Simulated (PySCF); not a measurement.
H₃Si₂, SMILES [SiH][SiH2] (connectivity only; charge and spin as stated), neutral, multiplicity 2. Atoms are numbered in the order given.

```xyz
5

Si     0.1016     1.2218     0.0000
Si     0.0003    -1.0358     0.0000
H     -1.4194     1.2228     0.0000
H     -1.2036    -1.9075     0.0000
H      1.1954    -1.9193     0.0000
```
Charge 0, spin multiplicity 2.

The structure is a stationary point at ωB97X-D3(BJ)/def2-TZVP. The isomer is the one that the SMILES or the coordinates give; other isomers of the formula were not compared.

Two levels are set side by side: PBE/pcH-1 (PySCF) and B3LYP/pcH-1 (PySCF). Contact hyperfine couplings, same geometry. Differences are taken from unrounded values.

```csv
quantity,B3LYP
"A(iso) of 29Si, atom Si1 (MHz)",-21.8
"A(iso) of 29Si, atom Si2 (MHz)",-75.0
"A(iso) of 1H, atom H3 (MHz)",-13.4
"A(iso) of 1H, atom H4 (MHz)",-22.8
"A(iso) of 1H, atom H5 (MHz)",-26.4
```

Task: What does PBE give, and how far is it from B3LYP? (Estimate from the structure and the level; the computed values follow.)

Result: 
| quantity | PBE | PBE minus B3LYP |
|---|---|---|
| A(iso) of 29Si, atom Si1 (MHz) | -13.6 | 8.2 |
| A(iso) of 29Si, atom Si2 (MHz) | -58.6 | 16.4 |
| A(iso) of 1H, atom H3 (MHz) | -18.0 | -4.6 |
| A(iso) of 1H, atom H4 (MHz) | -26.6 | -3.8 |
| A(iso) of 1H, atom H5 (MHz) | -31.3 | -4.8 |

Rough cost on one machine, each run with all the roots and properties that it gave: B3LYP against PBE within a factor of 2.
